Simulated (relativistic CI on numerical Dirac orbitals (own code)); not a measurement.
**P IV: sensitivity of the levels to the model**

Base calculation: Dirac-Coulomb-Breit CI, orbitals from a KLI potential per configuration, QED by a radiative potential, valence Slater integrals scaled by 0.85, P86 correlation energy added to each configuration.

CI space (outside the closed core [Ne]): 3s², 3s3p, 3p², 3s3d, 3d², 3p3d, 3s4s, 3p4s, 3s4p, 3s4d, 3s4f, 3s5s, 3d4s, 3s5p, 3s5d, 3s5f. Levels of other configurations are missing.

The lowest level and the first level of each name with at least 55 % of one term (blank where a level has no safe partner in the second run):

```
    Level  Base (cm⁻¹)  Shift (cm⁻¹)
  3s² ¹S0          0.0           0.0
3s3p ³P°0      66328.4         +14.6
3s3p ³P°1      66548.5         +12.9
3s3p ³P°2      67001.3         +10.5
3s3p ¹P°1     102281.0       -3569.7
  3p² ¹D2     157935.9        +823.4
  3p² ³P0     163681.9        -513.3
  3p² ³P1     163918.2        -511.7
  3p² ³P2     164374.5        -508.8
 3s3d ³D3     189252.2        -998.2
 3s3d ³D2     189256.4        -998.1
 3s3d ³D1     189260.6        -998.0
  3p² ¹S0     192721.7       -3747.0
 3s3d ¹D2     219373.8       -4900.2
```

For a near-neutral ion this model can misplace configurations by up to about 10,000 cm⁻¹ (more where the count of f electrons changes) and terms by 10 to 25 % of their spread. Rates follow the energies as ν³ (E1, M1) or ν⁵ (E2), so they and the lifetimes can be off by large factors. The fine structure of a lone outer electron comes out too small, for d and f at times inverted, and misplaced configurations move strength between like terms. 25 of the 26 excited levels that our extract of the measured tables holds in this range could be paired (the sources list more); they are missed by 933 cm⁻¹ on average and 1870 at most, and levels without a partner can miss by more.

Q: One thing was changed in a second run, which moved the levels as shown. Which?
A. Breit term removed
B. valence Slater integrals scaled by 0.75
C. QED terms removed
D. one mean potential for all configurations
E. configuration mixing switched off
F. Slater integrals left unscaled

A: B. Valence Slater integrals scaled by 0.75. Scaling acts on the splittings between terms and on the mixing, and leaves the fine structure of pure LS terms nearly alone; in jj coupling it moves the levels of one term differently.
